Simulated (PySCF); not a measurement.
# Assignment exercise: C7H11BF2O2

Atoms are numbered as in `[O:1]=[CH:2][O:3][C@H:4]1[CH2:5][CH2:6][C@@H:7]([B:8]([F:9])[F:10])[CH2:11][CH2:12]1`. Each H is labelled by its parent atom. Ha(C5), Ha(C6), Ha(C11), Ha(C12) are cis to O3 on the ring; Hb(C5), Hb(C6), Hb(C11), Hb(C12) are trans to O3 on the ring.

Rapidly exchanging positions averaged, single conformer, no relativistic terms, no solvent. B3LYP/pcJ-1 coupling constants (spin–dipole term only in couplings to heteroatoms); NMR shieldings at PBE/pcSseg-1/GIAO; geometry from PBE0-D3(BJ)/def2-SVP; PySCF.

δ = σ(ref) − σ, references computed at the same level: TMS for 13C (180.03 ppm) and 1H (31.20 ppm).

(1) Assign these signals to the numbered atoms. 13C{1H} NMR (computed): δ 159.5, 70.3, 33.8, 25.7 (t, J = 28.5 Hz), 24.3.

(2) Assign these signals to the numbered atoms. 1H NMR (400 MHz, computed): δ 8.00 (q, J = 1.1 Hz, 1H), 5.04 (ttd, J = 4.0, 2.8, 1.4 Hz, 1H), 2.04 (m, 2H), 1.73 (qd, J = 15.2, 4.3 Hz, 2H), 1.49 (m, 2H), 1.35 (m, 2H), 0.94 (ttt, J = 15.2, 4.3, 3.9 Hz, 1H).

Answers

(1) 
159.5 → C2, ester carbonyl carbon: lone-pair donation from the attached heteroatom keeps it upfield of a ketone carbonyl
70.3 → C4, sp3 CH bonded to O: the inductive effect lowers its shielding
33.8 → C5/C12, sp3 CH2 in a ring: a saturated carbon with 2 carbon neighbours and no heteroatom attached
25.7 → C7, sp3 CH bonded to B
24.3 → C6/C11, sp3 CH2 in a ring: aliphatic region, no heteroatom directly attached

C7 and C6/C11 lie closer than the usual error of such a calculation, so a measured spectrum could show them in the other order.

(2) 
```tsv
δ (ppm)	atoms	environment	reason
8.00	H(C2)	hydrogen on an ester carbonyl carbon	–
5.04	H(C4)	hydrogen on an sp3 CH bonded to O	its carbon carries O, which withdraws density
2.04	Ha(C5)/Ha(C12)	hydrogen on an sp3 CH2 in a ring	–
1.73	Ha(C6)/Ha(C11)	hydrogen on an sp3 CH2 in a ring	–
1.49	Hb(C6)/Hb(C11)	hydrogen on an sp3 CH2 in a ring	–
1.35	Hb(C5)/Hb(C12)	hydrogen on an sp3 CH2 in a ring	–
0.94	H(C7)	hydrogen on an sp3 CH bonded to B	–
```

A carbon bonded to boron is broadened by the quadrupolar boron nucleus and is often missing from a measured spectrum. C–F couplings over four or more bonds (about 3 Hz to the para carbon of a fluoroarene) are left out. Splittings below 1 Hz are ignored in the labels, and close J values are merged. Couplings among chemically equivalent protons are left out too, so labels in AA′BB′ or AA′XX′ sets are apparent multiplicities. Unscaled 3J(H,H) at this level run about 10 % above measured values. Shifts are as computed. Against solution values, carbons near 30 ppm lie about +2 ppm off and those near 130 ppm about +2 ppm. Of 1313 compounds with measured shifts, 239 miss one by over three times the rms of a fit or turn the order of signals round; such compounds aren't used in these exercises. Vicinal couplings across rotatable single bonds and in flexible rings belong to the one computed conformer; a conformer average would change them.
